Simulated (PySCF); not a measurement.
Species: C₃Si (singlet state).
InChI=1S/C3Si/c1-3-2-4(1)3

The closed-shell ground state was solved at several levels (PySCF, density fitting, gas phase, non-relativistic). Geometry: PBE0-D3(BJ)/def2-SVP; no solvent, vibrations or thermal averaging.

| level | basis functions | total energy (Eh) | HOMO (eV) | LUMO (eV) | gap (eV) | dipole (D) |
| --- | --- | --- | --- | --- | --- | --- |
| CAM-B3LYP/def2-SVPD | 84 | -403.3063 | -8.59 | -2.95 | 5.64 | 2.21 |
| wB97X-D/pcSseg-2 | 151 | -403.5456 | -9.11 | -2.29 | 6.82 | 2.14 |

(1) Estimate the row for PBE0/pcSseg-1, a basis of 75 functions; the other rows only guide the guess.

(2) Over all these levels, which gives the widest orbital gap and which the narrowest?

(3) How far do the dipole and the HOMO energy spread over the levels?

## Answers

(1) Total energy -403.2557 Eh, HOMO -7.26 eV, LUMO -4.13 eV, gap 3.13 eV, dipole 2.15 D.

(2) wB97X-D/pcSseg-2 (range-separated hybrid) has the widest, 6.82 eV, and PBE0/pcSseg-1 (global hybrid, 25 % exact exchange) the narrowest, 3.13 eV. Functional and basis both differ between the two, so the spread mixes both effects.

(3) The dipole runs from 2.14 to 2.21 D (mean 2.17 D) and the HOMO from -9.11 to -7.26 eV.

The pairwise dispersion term of wB97X-D wasn't added to the energies; at a given geometry it leaves orbitals and properties as they are.
